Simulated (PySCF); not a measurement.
Relaxation of singlet IBr₂⁻

All numbers come from PBE0/[I def2-SVPD with ECP28, Br def2-SVPD], scalar-relativistic core potentials, density fitting, no spin–orbit coupling, PySCF. A (50,194) grid was used.

A hand-made bent start, of C2v symmetry, held to at least that symmetry:

```xyz
3
charge -1 multiplicity 1, angstrom
I     0.0000    0.0000   -0.7853
Br    2.0233    0.0000    0.6314
Br   -2.0233    0.0000    0.6314
```

Optimiser trace:
```csv
step,E − E(last) (kJ/mol),largest gradient (Eh/bohr)
0,309.73,0.08906
1,176.75,0.03974
2,112.35,0.01792
3,65.30,0.02356
4,46.50,0.02073
5,36.28,0.01721
6,19.57,0.01459
7,3.13,0.00787
8,0.14,0.00198
9,0.00,0.00017
10,0.00,0.00002
```

It ends at D∞h with I–Br 2.746 Å (×2); Br–I–Br 180.0° (after a last refinement on a finer grid). A frequency run shows a minimum. Other isomers or separated fragments may lie lower.

The relaxation took of the order of 90 core-seconds on a shared host.
